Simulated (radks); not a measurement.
Values are calculated unless marked as measured or tabulated.
Excited configurations of Os: one electron is placed in a higher orbital outside [Xe] 4f14 5d6 6s1. The ground configuration is [Xe] 4f14 5d6 6s2. Code: a radial shooting solver on a logarithmic mesh with Libxc functionals. Model: scalar-relativistic Kohn-Sham, PBE, spin-unpolarised, spherical densities, finite nucleus; Fermi nuclear charge, rms radius 5.4126 fm. Excitation = E - E(ground); binding = E(ion) - E, where the ion is the core of charge +1; n* = 1/sqrt(2 binding) in atomic units, and the quantum defect is n - n*.

\begin{tabular}{lrrrr}
outer orbital & excitation (eV) & binding (eV) & quantum defect & <r> (bohr) \\ \hline
5f & 8.659 & 0.914 & 1.143 & 17.21 \\
6p & 5.053 & 4.520 & 4.265 & 4.386 \\
6d & 7.980 & 1.593 & 3.078 & 10.30 \\
6f & 8.939 & 0.634 & 1.368 & 29.08 \\
7s & 6.974 & 2.599 & 4.712 & 8.316 \\
7p & 7.765 & 1.808 & 4.257 & 11.11 \\
7d & 8.572 & 1.001 & 3.313 & 19.31 \\
7f & 9.114 & 0.459 & 1.557 & 43.55 \\
\end{tabular}

The Delta-SCF ionisation energy is 9.573 eV (NIST Atomic Spectra Database: 8.438 eV, measured). Self-interaction in the functional shifts the binding energies and quantum defects, so they are the method's values and not measured ones. Spin polarisation and multiplet splitting are left out, so open shells lie too high by an amount that depends on their filling. Spin-orbit splitting is averaged out at the scalar-relativistic level.

Beside tabulated values, note that spin-unpolarised runs miss the spin-polarisation part of the exchange energy of open shells.
